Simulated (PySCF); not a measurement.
HAlFI (SMILES [F][AlH][I]), singlet, geometry from GFN2-xTB (such geometries of metal compounds can be far from the true shape) (all electrons, no relativity), with bond 3-1 at 1.4 times its length.

Input for PySCF:
```python
from pyscf import gto, scf, mcscf, mrpt
import numpy

mol = gto.Mole()
mol.atom = '''
    Al   -0.25409968   -0.95022233   -1.30043277
    F    -1.77802068   -1.42383239   -1.68657793
    H     1.22878501   -1.67802672   -2.61104066
    I     0.34906374    0.50259367    0.64757375
'''
mol.basis = 'sto-3g'
mol.verbose = 4
mol.build()

mf = scf.RHF(mol)
mf.kernel()
mc = mcscf.CASSCF(mf, 3, 4)
mc.fix_spin_(ss=0.0)
mc.kernel()
occ = numpy.linalg.eigvalsh(mc.fcisolver.make_rdm1(mc.ci, mc.ncas, mc.nelecas))[::-1]
ss = mc.fcisolver.spin_square(mc.ci, mc.ncas, mc.nelecas)[0]
print('natural occupations', occ.round(4), ' <S^2>', round(ss, 4))
e2 = mrpt.NEVPT(mc).kernel()
print('E(NEVPT2) = %.10f' % (mc.e_tot + e2))
```

Question: What SCF-reference HOMO-LUMO gap does CASSCF(4,3)+NEVPT2/STO-3G (PySCF) give?

Answer: 13.03 eV

Question: Give the SCF-reference HOMO energy at the level CASSCF(4,3)+NEVPT2/STO-3G.

Answer: -7.11 eV

Question: What is the computed SCF-reference Mulliken (on the basis functions themselves) charges in atom order (CASSCF(4,3)+NEVPT2/STO-3G)?

Answer: Al1 0.93, F2 -0.35, H3 -0.25, I4 -0.33

Question: What number of basis functions does CASSCF(4,3)+NEVPT2/STO-3G give?

Answer: 42

Question: Give the natural occupations of the active orbitals at the level CASSCF(4,3)+NEVPT2/STO-3G.

Answer: 2.00, 1.88, 0.12
